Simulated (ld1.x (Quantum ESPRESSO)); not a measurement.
# Transferability test, TM potential for cerium (Ce)

ld1.x (Quantum ESPRESSO) 7.5 input, shortened:

```
&input
   title='Ce', zed=58., rel=1, dft='PBE', iswitch=3,
   config='[Xe] 4f1 5d1 6s2 6p0'
 /
 &inputp
   pseudotype=2, tm=.true., lloc=-2, rcloc=1.70,
   nlcc=.false.
 /
3
5S  1  0   2.00   0.00  2.05  2.05  0.0
5P  2  1   6.00   0.00  2.45  2.45  0.0
5D  3  2   1.00   0.00  3.05  3.05  0.0
 &test
   configts(1)='5s2 5p6 5d1 6s2 6p0'
 /
```

Occupied shells without a wave of their own: 6s. They enter only through the test configuration that unscreens the potential.

Energies are relative to the spin-unpolarised reference configuration 5s2 5p6 5d1 6s2 6p0; without spin polarisation the order of configurations can differ from experiment.

```
  valence configuration  charge  ΔE all-electron (eV)  error AE − PS (meV)
    5s2 5p6 5d1 6s0 6p0      +2                17.151                 -732
    5s2 5p6 5d0 6s0 6p0      +3                36.330                -1090
    5s1 5p6 5d1 6s2 6p0      +1                45.736                  +43
5s2 5p6 5d1.5 6s1.5 6p0       0                 0.397                  -92
  5s2 5p6 5d1 6s1.5 6p0    +0.5                 2.441                 -117
    5s2 5p6 5d0 6s2 6p1       0                 2.295                  +58
```

(1) What are ΔE and the potential's error for 5s2 5p6 5d1 6s1 6p0?

Levels in the configuration 5s2 5p6 5d1 6s1 6p0:

```tsv
level	all-electron (eV)	pseudo (eV)
5s	-46.494	-46.698
5p	-29.114	-29.301
5d	-8.563	-8.686
6s	-8.490	-8.841
```

Answers

(1) ΔE = 6.070 eV all-electron; the error (AE − PS) is -271 meV.

The 6s level has no wave, so the channel is fitted at the deeper level alone: the likely source of the large errors.
